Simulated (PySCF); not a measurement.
## Polarisability and C₆ of Li⁺ (lithium, charge +1)

1s2, closed-shell 1S. Computed with PySCF 2.14 in aug-cc-pVQZ, with the non-relativistic Hamiltonian (point nucleus). Coupled (time-dependent) response in atomic units; α is the mean over directions.

```json
{"method": "UHF", "mean α (bohr³)": "0.1791", "C₆ (like pair)": "0.06333", "S(−4)": "0.02683"}
{"method": "PBE", "mean α (bohr³)": "0.1981", "C₆ (like pair)": "0.07236", "S(−4)": "0.03441"}
{"method": "PBE0", "mean α (bohr³)": "0.1922", "C₆ (like pair)": "0.06953", "S(−4)": "0.03193"}
{"method": "BHandHLYP", "mean α (bohr³)": "0.1866", "C₆ (like pair)": "0.06652", "S(−4)": "0.02997"}
{"method": "HSE06", "mean α (bohr³)": "0.1922", "C₆ (like pair)": "0.06950", "S(−4)": "0.03190"}
```

S(−4) is the Cauchy moment in α(ω) = α(0) + S(−4) ω² + …

α(iu) at PBE0:

```json
{"u (hartree)": "0", "α(iu) (bohr³)": "0.1922"}
{"u (hartree)": "0.0500", "α(iu) (bohr³)": "0.1921"}
{"u (hartree)": "0.100", "α(iu) (bohr³)": "0.1919"}
{"u (hartree)": "0.200", "α(iu) (bohr³)": "0.1910"}
{"u (hartree)": "0.300", "α(iu) (bohr³)": "0.1894"}
{"u (hartree)": "0.500", "α(iu) (bohr³)": "0.1846"}
{"u (hartree)": "0.750", "α(iu) (bohr³)": "0.1759"}
{"u (hartree)": "1.00", "α(iu) (bohr³)": "0.1651"}
{"u (hartree)": "1.50", "α(iu) (bohr³)": "0.1408"}
{"u (hartree)": "2.00", "α(iu) (bohr³)": "0.1171"}
{"u (hartree)": "3.00", "α(iu) (bohr³)": "0.07947"}
{"u (hartree)": "5.00", "α(iu) (bohr³)": "0.03950"}
```

A single London oscillator, α(iu) = α/(1 + u²/ω²), gives C₆ = (3/4) ω α². Matching the computed C₆ needs ω = 4 × 0.06953 / (3 × 0.1922²) = 2.51 hartree.

For an ion, C₆ is the dispersion term alone; charge-induced terms of lower order in 1/R come first.
